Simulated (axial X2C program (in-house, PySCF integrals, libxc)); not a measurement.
Worked dissociation energy of LiIn⁺: CCSD, scalar-relativistic

Calculated with an in-house all-electron X2C program for linear molecules (integrals from PySCF). Spin-free means the one-electron spin-free X2C Hamiltonian. Basis: In dyall-cv3z [11s12p9d4f1g], Li dyall-cv3z [7s8p2d] (cores contracted in-house); Gaussian nuclei, density fitting, unrestricted open shells. Masses: In 114.904 u, Li 7.016 u.

Molecular state: M_S = 1/2, Λ = 0 (beyond evenly filled blocks: σα).

Correlated methods: 13 electrons correlated (number of frozen shells: In 4 s, 3 p, 1 d; Li 1 s), 235 virtual spin orbitals or spinors in MP2, 90 natural virtuals in coupled cluster.

| Property | Result |
| --- | --- |
| E(In) (2M_S = 1, M_L = 0) | -5878.771079 hartree |
| E(Li+) (2M_S = 0, M_L = 0) | -7.237072 hartree |
| E(LiIn⁺) at Re | -5886.053727 hartree |
| ωe | 196.8 cm⁻¹ |
| ωexe | 0.94 cm⁻¹ |

Q: Work out De and D0.

A: De = -5878.771079 + (-7.237072) − (-5886.053727) = 0.04558 hartree = 1.240 eV. The zero-point energy is ωe/2 − ωexe/4 = 98 cm⁻¹ = 0.012 eV, so D0 = 1.228 eV.

One determinant describes the state; a PBE0 search over occupations chose it and may have missed a lower one. De is counted from the lowest determinant-based energies of the atoms at the same level, without counterpoise correction. CCSD ran in a truncated set of natural virtual spinors with an MP2 remainder; without triples it tends to underbind. Spin-free De lacks the spin–orbit lowering of the heavy p-block atom, a tenth of an eV or more for 4p and 5p, up to an eV for 6p and one to two eV for 7p atoms, less what an open-shell molecule gains itself.

Each atomic determinant is the lowest at this level and need not be a pure term. Totals compare only within one Hamiltonian and basis.
